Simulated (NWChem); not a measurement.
C3H10Si; SMILES CC(C)[SiH3]

Program: NWChem. The geometry was optimised at PBE0/def2-SVP. Not confirmed as a minimum by frequencies. Level: PBE0/def2-SVP with SMD (1 M gas to 1 M solution), gas-phase geometry. Reactions with the solvent are ignored.

For solvent dimethyl sulfoxide:

```yaml
solvation free energy (kcal/mol): -0.1
cavity-dispersion-structure term (kcal/mol): 0.7
```

**Question.** What are these values for solvent water?

**Answer.** 
| Quantity | Result |
|---|---|
| solvation free energy (kcal/mol) | 2.7 |
| cavity-dispersion-structure term (kcal/mol) | 3.6 |
